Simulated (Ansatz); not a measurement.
Basis-set extrapolation for `BOC(C)=O` (PBE0-D4/def2-TZVP geometry, frozen core, Ansatz 0.2.0). Multiplicity 1, RHF reference.

```json
{"": "HF", "def2-TZVPP": "-253.210069", "def2-QZVPP": "-253.222005"}
{"": "MP2 correlation", "def2-TZVPP": "-0.887002", "def2-QZVPP": "-0.951831"}
{"": "CCSD(T) correlation", "def2-TZVPP": "-0.951704", "def2-QZVPP": "not run"}
```

Energies in hartree. Use E(X) = E(∞) + A·exp(−7.88·√X) for Hartree–Fock and E(X) = E(∞) + B·X^(−2.97) for correlation, with X = 3 and 4, and add CCSD(T) minus MP2 of the smaller set to the MP2 limit.

Problem. What is the CCSD(T) energy at the basis-set limit?

Solution. HF limit: -253.222005 + (-0.011936) × 0.13774 = -253.22365. MP2 limit: -0.951831 + (-0.064829) × 0.74074 = -0.99985. Higher-order term: -0.951704 − (-0.887002) = -0.06470. Total: -254.28820 hartree, 331.9 kJ/mol below CCSD(T)/def2-TZVPP.
